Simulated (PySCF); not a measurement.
Species: C2H8SeSi.
Z-matrix (Å and degrees, PBE0-D3(BJ)/def2-SVP geometry), rows numbered from 1:
```
C 
Si  1  1.8767
C   2  1.8763  1  110.93
Se  2  2.2983  1  110.85  3   124.28
H   1  1.1021  2  110.83  3    56.69
H   1  1.1014  2  110.62  3   -63.09
H   1  1.0999  2  110.70  3   177.16
H   2  1.4953  1  110.54  3  -122.86
H   3  1.1025  2  110.25  1   -60.23
H   3  1.0997  2  111.04  1   179.51
H   3  1.1014  2  110.75  1    59.22
H   4  1.4737  2   92.98  1   -62.49
```

The calculation used PBE0-D3(BJ)/def2-SVP geometry optimisation, gas phase in PySCF.

Take the most abundant isotopes and a rigid rotor. The values belong to one conformer with, in the numbering `[CH3:1][SiH:2]([CH3:3])[SeH:4]`, C1–Si2–Se4–H -62°.

Problem. What are A, B and C (MHz)?

Solution. Ia = 95.56, Ib = 276.54, Ic = 339.80 u·Å²; 505379 MHz·u·Å²/I gives A = 5288, B = 1828, C = 1487 MHz.

Problem. What kind of rotor is it?

Solution. An asymmetric top; Ray's κ = -0.821.

Problem. What does the inertial defect say?

Solution. Not planar: Δ = Ic − Ia − Ib = -32.30 u·Å². For a rigid frame Δ = −2 Σ m c², so Σ m c² = 16.15 u·Å² lies off the ab plane: 9.72 from hydrogen and 6.43 from heavier atoms. The atom farthest from that plane is 1.89 Å away.

Problem. Give the other two planar moments, Paa and Pbb, and the rms extents of the mass along the axes.

Solution. Paa = Σ m a² = (Ib + Ic − Ia)/2 = 260.39 and Pbb = Σ m b² = (Ia + Ic − Ib)/2 = 79.41 u·Å². With the mass M = 139.96 u, the rms extents √(P/M) along a, b and c are 1.36, 0.75, 0.34 Å.

Problem. Give the coordinates in the principal-axis frame, origin at the centre of mass.

Solution. The sense of each axis is arbitrary; atoms in the order of the calculation.
| atom | mass (u) | a (Å) | b (Å) | c (Å) |
| --- | --- | --- | --- | --- |
| C1 | 12.000 | 1.928 | 1.551 | 0.286 |
| Si2 | 27.977 | 1.122 | -0.001 | -0.396 |
| C3 | 12.000 | 1.946 | -1.541 | 0.288 |
| Se4 | 79.917 | -1.137 | -0.002 | 0.025 |
| H5 | 1.008 | 3.009 | 1.559 | 0.069 |
| H6 | 1.008 | 1.800 | 1.606 | 1.379 |
| H7 | 1.008 | 1.476 | 2.451 | -0.156 |
| H8 | 1.008 | 1.171 | -0.003 | -1.891 |
| H9 | 1.008 | 3.013 | -1.558 | 0.011 |
| H10 | 1.008 | 1.470 | -2.451 | -0.104 |
| H11 | 1.008 | 1.880 | -1.563 | 1.387 |
| H12 | 1.008 | -0.943 | -0.010 | 1.486 |

Problem. Where do the levels up to J = 2 lie, in K?

Solution. Above 0(0,0), as E/k:
J = 1: 1(0,1) 0.159, 1(1,1) 0.325, 1(1,0) 0.342
J = 2: 2(0,2) 0.476, 2(1,2) 0.627, 2(1,1) 0.676, 2(2,1) 1.174, 2(2,0) 1.175

Problem. Predict some low-J microwave lines.

Solution. The dipole components are |μa| = 1.82 D, |μb| = 0.00 D, |μc| = 0.93 D. The squared components, which scale the intensities, stand as 1.00 : 0.00 : 0.26 (a : b : c). Some lines, for components of 0.1 D or more:

```tsv
type	branch	J(Ka,Kc)	MHz	lower level (cm⁻¹)
a	Q	2(1,1) ← 2(1,2)	1021	0.436
a	Q	3(1,2) ← 3(1,3)	2040	0.750
c	Q	2(1,2) ← 2(0,2)	3145	0.331
c	Q	1(1,1) ← 1(0,1)	3461	0.111
a	R	2(0,2) ← 1(0,1)	6606	0.111
a	R	3(1,3) ← 2(1,2)	9420	0.436
a	R	3(2,2) ← 2(2,1)	9944	0.816
a	R	3(2,1) ← 2(2,0)	10039	0.817
a	R	3(1,2) ← 2(1,1)	10439	0.470
c	R	2(1,1) ← 1(0,1)	10771	0.111
c	R	3(3,0) ← 2(2,0)	28091	0.817
```

Whether it is a minimum is left open (no frequencies). No vibrational averaging or centrifugal distortion is included, and the geometry carries the error of its method. A rigid rotor knows nothing of internal rotation, which can split or shift real lines.
